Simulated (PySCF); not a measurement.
## Calculated properties of `C[C+]1CCC[C@@H]1F`

Species: C6H10F (charge +1).
SMILES with atom numbers: `[CH3:1][C+:2]1[CH2:3][CH2:4][CH2:5][C@@H:6]1[F:7]` (hydrogens: H8, H9, H10 on C1; H11, H12 on C3; H13, H14 on C4; H15, H16 on C5; H17 on C6)

Structure used (GFN2-xTB), in Å, numbered top down from 1:
```xyz
17
C6H10F angstrom
C      2.1503   -0.3167    0.0047
C      0.7412   -0.0728   -0.1067
C      0.0779    1.2084   -0.2323
C     -1.4305    0.9230   -0.2587
C     -1.5535   -0.4228    0.4634
C     -0.2800   -1.1383   -0.0128
F      0.1174   -2.2138    0.7104
H      2.3467   -0.7930    0.9779
H      2.7660    0.5710   -0.1142
H      2.4633   -1.1069   -0.6885
H      0.4562    1.8260   -1.0541
H      0.3488    1.7863    0.6664
H     -1.7747    0.8284   -1.2892
H     -2.0118    1.7064    0.2198
H     -2.4554   -0.9712    0.2066
H     -1.5185   -0.3047    1.5471
H     -0.4505   -1.4973   -1.0496
```

**GFN2-xTB geometry**

- Point group of the GFN2-xTB geometry: C1
- Rotational constants A, B, C of the GFN2-xTB geometry: 3.501, 2.789, 1.665 GHz

From B3LYP/def2-SVPD ground state and vertical TDDFT (core frozen in the response) (PySCF):

* HOMO energy: -14.13 eV
* LUMO energy: -8.99 eV
* HOMO–LUMO gap: 5.14 eV
* Lowest singlet excitation: 4.14 eV (300 nm, f = 0.016)
* Strongest line among the 8 lowest singlet transitions: S8 at 7.00 eV (177 nm, f = 0.050)
* Lowest triplet excitation (Tamm–Dancoff): 3.80 eV
* Static isotropic polarisability: 65.6 au
* Electronic spatial extent ⟨r²⟩ about the centre of nuclear charge: 738 bohr²

Monoisotopic mass of the ion (most abundant isotopes, electron mass counted): 101.0761 u.

The rotational constants make it an asymmetric top with κ = (2B − A − C)/(A − C) = 0.22, nearer the oblate limit (+1). The polarisability is 9.72 Å³ as a volume (1 au = 0.148185 Å³), or 1.21 au for each of the 54 electrons. No computed singlet falls in the visible range (750 to 380 nm, 1.65 to 3.26 eV); S1 lies 0.88 eV above its blue end. With B = h/(8π²I), that is 505.379 GHz u Å² over I, the principal moments of inertia are 144.4, 181.2 and 303.6 u Å² (most abundant isotopes); the inertial defect Ic − Ia − Ib is -22.0 u Å² (zero for a rigid planar frame, negative otherwise). The largest Löwdin shares of the LUMO are 0.49 on C2, 0.09 on C3, 0.09 on C1 and 0.07 on C6. The largest Löwdin shares of the HOMO are 0.19 on C5, 0.17 on C4, 0.15 on F7 and 0.13 on C6. In wavenumbers S1 is 33400 cm⁻¹ (1 eV = 8065.54 cm⁻¹).

Geometry: GFN2-xTB, one conformer, isolated ion.

For the TDDFT job (B3LYP/def2-SVPD), on one thread, Intel Xeon 6975P-C (x86_64), no GPU, shared host, this took 33 s of wall time (grids of density and orbitals included) and 0.88 GiB of memory at its peak.
